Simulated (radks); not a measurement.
Excited configurations of the gold ion Au27+: one electron is placed in a higher orbital outside [Kr] 4d10 4f5. The ground configuration is [Kr] 4d10 4f6. Calculated with a radial shooting solver on a logarithmic mesh with Libxc functionals: scalar-relativistic Kohn-Sham, r2SCAN, spin-polarised, spherical densities, finite nucleus; open shells are filled with parallel spins first (spin-orbit coupling, left out, can overturn this in heavy ions); meta-GGA in the generalised Kohn-Sham scheme; Fermi nuclear charge, rms radius 5.4371 fm. Excitation = E - E(ground); binding = E(ion) - E, where the ion is the core of charge +28; n* = 28/sqrt(2 binding) in atomic units. These energies are relativistic, and a one-electron ion of charge +28 with no core already has n* below n in this formula (scalar-relativistic equation, point nucleus: 5s 4.982, 5f 4.997, 6s 5.982, 6p 5.989, 6d 5.994, 6f 5.997, 7s 6.981, 7f 6.996).

| outer orbital | excitation (eV) | binding (eV) | n* | eigenvalue (eV) | <r> (bohr) |
|---|---|---|---|---|---|
| 5s | 126.63 | 792.63 | 3.668 | -779.57 | 0.7363 |
| 5f | 393.67 | 525.59 | 4.505 | -514.12 | 0.8775 |
| 6s | 433.42 | 485.84 | 4.686 | -478.88 | 1.192 |
| 6p | 471.23 | 448.03 | 4.879 | -441.41 | 1.257 |
| 6d | 519.05 | 400.21 | 5.163 | -393.54 | 1.338 |
| 6f | 568.46 | 350.80 | 5.514 | -344.21 | 1.420 |
| 7s | 590.03 | 329.23 | 5.692 | -324.59 | 1.750 |
| 7f | 668.03 | 251.23 | 6.516 | -246.92 | 2.066 |

The Delta-SCF ionisation energy is 919.26 eV (NIST Atomic Spectra Database: 930 eV, theoretical). Self-interaction in the functional shifts the binding energies and quantum defects, so they are the method's values and not measured ones. Open shells are spherical and high-spin; term and fine-structure splittings are not resolved. Spin-orbit splitting is averaged out at the scalar-relativistic level.
